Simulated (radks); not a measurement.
Spherical quantum dot in the effective-mass picture: electrons in a hard-walled sphere of radius 2.07, all in effective atomic units (hartree* = m*/eps^2 hartree, bohr* = eps/m* bohr), one dielectric constant everywhere. Method: non-relativistic Kohn-Sham, LDA (Slater exchange, Perdew-Wang correlation), spin-polarised, spherical densities; computed with a radial shooting solver with Libxc functionals. Levels are named by radial order and angular momentum (1s, 1p, 1d, 2s, ...), and open shells are averaged over m. Results are scaled to m* = 0.615 and eps = 4.5, for which hartree* = 826.4 meV and bohr* = 0.3872 nm. Each electron was tried in the lowest free levels, single moves between levels near the top were tried too, and the lowest total energy was kept; such a search can miss a lower state. At N = 1 the Hartree and exchange-correlation terms need not cancel, so that row can carry a self-interaction error.

N,open shells,2S,E (meV),addition energy mu(N+1) - mu(N) (meV),e(HOMO) (meV)
1,"1s(up 1, down 0)",1,977.959,651.3,1226.9
2,none,0,2607.20,1425,1885.6
3,"1p(up 1, down 0)",1,5661.31,508.4,3304.7
4,"1p(up 2, down 0)",2,9223.82,522.2,3822.3
5,"1p(up 3, down 0)",3,13308.6,674.7,4348.0
6,"1p(up 3, down 1)",2,18068.0,500.3,5006.8
7,"1p(up 3, down 2)",1,23327.7,511.7,5514.4
8,none,0,29099.2,1606,6029.3
9,"1d(up 1, down 0)",1,36476.4,493.4,7623.2
10,"1d(up 2, down 0)",2,44346.9,496.3,8118.3
11,"1d(up 3, down 0)",3,52713.8,498.0,8615.6
12,"1d(up 4, down 0)",4,61578.6,499.1,9114.3
13,"1d(up 5, down 0)",5,70942.6,639.4,9613.7
14,"1d(up 5, down 1)",4,80945.9,486.8,10246
15,"1d(up 5, down 2)",3,91436.1,489.6,10735
16,"1d(up 5, down 3)",2,102416,491.4,11225
17,"1d(up 5, down 4)",1,113887,492.5,11717
18,none,0,125851,1795,12210
19,"1f(up 1, down 0)",1,139610,480.5,13999
20,"1f(up 2, down 0)",2,153849,481.4,14480
21,"1f(up 3, down 0)",3,168569,481.9,14962
22,"1f(up 4, down 0)",4,183772,482.4,15444
23,"1f(up 5, down 0)",5,199457,482.6,15926
24,"1f(up 6, down 0)",6,215624,-,16409

All shells are closed at N = 2, 8, 18 (there: 1s2 1p6 1d10); the second difference of the energy has clear peaks (12 % above both neighbours; the first and last values, which can be the largest, are not judged, and half-filled shells can peak too) at N = 2, 5, 8, 13, 18.
